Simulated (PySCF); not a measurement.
Species: C3H11FSi2.
Structure used (GFN2-xTB), in Å, numbered top down from 1:
```xyz
17
C3H11FSi2 angstrom
C      0.6888    1.5272   -0.1053
C      0.7086    0.0885    0.3877
C      2.1240   -0.4641    0.4098
F      0.2574    0.1103    1.7264
Si    -0.5485   -1.0323   -0.5648
Si    -2.6996   -0.3013   -0.1395
H     -0.3167    1.9390   -0.0403
H      1.3535    2.1465    0.4962
H      1.0178    1.5626   -1.1404
H      2.1342   -1.4542    0.8590
H      2.7801    0.1841    0.9902
H      2.5041   -0.5353   -0.6054
H     -0.2558   -2.4049   -0.1314
H     -0.1148   -0.9577   -1.9698
H     -3.6260   -1.4300   -0.0141
H     -2.8179    0.5047    1.0762
H     -3.1962    0.5288   -1.2444
```

The calculation used TDDFT CAM-B3LYP/def2-SVPD, vertical, gas phase, core orbitals frozen in the response in PySCF.

Ground-to-excited transition dipoles (e·a0, same axes as the geometry; the sign carries no meaning), for the states with f of 0.002 or more among the lowest 7:

```csv
state,E (eV),μx,μy,μz
S1,6.979,0.322,0.302,0.276
S2,7.194,-0.025,-0.169,0.004
S3,7.386,0.313,-0.067,-0.105
S4,7.828,0.569,-0.034,-0.149
S5,7.885,-0.167,0.354,-0.123
S6,8.006,1.145,0.290,0.288
S7,8.188,-0.045,-0.083,0.278
```

Problem. Work out the oscillator strengths.

Solution. f = (2/3) ΔE |μ|² with ΔE in hartree (27.2114 eV).

```json
{"state": "S1", "|μ|² (au)": "0.271", "|μ| (D)": "1.32", "f": "0.046"}
{"state": "S2", "|μ|² (au)": "0.029", "|μ| (D)": "0.43", "f": "0.005"}
{"state": "S3", "|μ|² (au)": "0.114", "|μ| (D)": "0.86", "f": "0.021"}
{"state": "S4", "|μ|² (au)": "0.347", "|μ| (D)": "1.50", "f": "0.066"}
{"state": "S5", "|μ|² (au)": "0.169", "|μ| (D)": "1.04", "f": "0.033"}
{"state": "S6", "|μ|² (au)": "1.477", "|μ| (D)": "3.09", "f": "0.290"}
{"state": "S7", "|μ|² (au)": "0.086", "|μ| (D)": "0.75", "f": "0.017"}
```

Problem. Which bond between heavy atoms lies closest to the direction of the S6 transition dipole?

Solution. C2–Si5, at 30° from it; next C2–C3 at 37°.

Problem. What angle do the transition dipoles of S5 and S7 make?

Solution. |cos θ| = |μa·μb| / (|μa| |μb|) = 0.47, so θ ≈ 62° (taken between 0 and 90°, since the signs are arbitrary).

Problem. What peak molar absorption coefficient would the strongest computed level give as a lone Gaussian band 0.3 eV wide at half height?

Solution. ε(max) = 2.175×10⁸ f / FWHM, with the width in cm⁻¹. S6: 2.175×10⁸ × 0.2897 / 2420 ≈ 26000 L mol⁻¹ cm⁻¹.

Hardware: Arm Neoverse N1, one thread, shared host. Cost: 82 s wall, 1.0 GiB resident at most.

One conformer stands for the species.

Without π bonds the low states may be Rydberg-like; a valence basis with one diffuse set may place them up to an eV too high.
